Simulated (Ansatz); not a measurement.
Program: Ansatz. Geometries: PBE0-D4/def2-TZVP. ΔE: electronic, gas phase. CBS: MP2 limit from def2 TZ/QZ plus the TZ coupled-cluster correction, frozen cores. This one scheme is used for every species. Functionals use def2-TZVPP. Open shells (•) are unrestricted, without spin–orbit coupling. For Ga outer-core shells are correlated without core-valence functions, which leaves a few kJ/mol of doubt a bond. Scalar relativity is left out up to krypton.

Consider the homolysis of the C–Ga bond: `[CH3][Ga]([F])[F]` → `[CH3]`• + `[F][Ga][F]`•.

```
          level  ΔE (kJ/mol)  difference from CCSD(T)/CBS
    LDA (SPW92)        392.7                         34.2
      revPBE-D4        317.2                        -41.3
        BLYP-D4        313.8                        -44.7
      r2SCAN-D4        317.7                        -40.8
         B97M-V        336.5                        -22.0
        PBE0-D4        333.8                        -24.7
     r2SCANh-D4        318.3                        -40.2
     r2SCAN0-D4        319.1                        -39.4
         B2PLYP        329.4                        -29.1
            PBE        326.9                        -31.6
        r2SCAN0        317.6                        -40.9
          BHLYP        315.6                        -42.9
      CAM-B3LYP        327.9                        -30.6
CCSD/def2-TZVPP        336.8                        -21.7
  HF/def2-QZVPP        230.2                       -128.3
 MP2/def2-QZVPP        361.7                          3.2
    CCSD(T)/CBS        358.5                            0
```

Largest T1 diagnostic among the species: 0.017.

In def2-TZVPP, CCSD(T) changes the Hartree–Fock value by +112.0 kJ/mol (the triples alone add +7.4 kJ/mol) and MP2 by +122.0 kJ/mol; breaking electron pairs costs correlation energy, which Hartree–Fock lacks. Leaving LDA and LC-ωPBE aside and taking each functional with its dispersion term where it has one, the values, not all of them listed here, spread over 35.3 kJ/mol, from BLYP-D4 to ωB97X-V. LDA lies +65.7 kJ/mol from PBE without D4, its usual overbinding. At CCSD(T), def2-SVP lies −22.5 kJ/mol from the extrapolated value and def2-TZVPP −14.4 kJ/mol: correlation converges slowly with the basis, and small sets miss more of it in the bonded molecule than in its fragments.
